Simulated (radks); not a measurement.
Fractional charge and spin in the 2s shell of aluminium: the spin-up occupation runs from 0 to 1 and the spin-down occupation from 0 to 1; the fullest corner is Al3+, [He] 2p6 2s(up 1, down 1). Calculated with a radial shooting solver on a logarithmic mesh with Libxc functionals: non-relativistic Kohn-Sham, PBEsol, spin-polarised, spherical densities, point nucleus. Energy (eV) above the fullest corner. The planes named below are the two flat planes that join the four corners, with an edge along up + down = one added electron.

down \ up,0,0.25,0.5,0.75,1
0,349.700,298.474,249.328,202.247,157.214
0.25,298.474,249.542,202.661,157.815,114.988
0.5,249.328,202.661,158.015,115.375,74.722
0.75,202.247,157.815,115.375,74.910,36.399
1,157.214,114.988,74.722,36.399,0.000

Corners above the fullest one (they belong to Al4+ and the next ion): (up 1, down 0) 157.21 eV, (up 0, down 1) 157.21 eV, (up 0, down 0) 349.70 eV. With half an added electron in each spin the energy lies 0.801 eV from the planes, and with half an added electron in spin up alone -4.129 eV. The planes are only a guide here: the flat-plane condition holds for ground states with one frontier orbital, while this shell lies below other occupied shells, so the corners above the fullest one are inner-hole states and not the ground states of those ions.
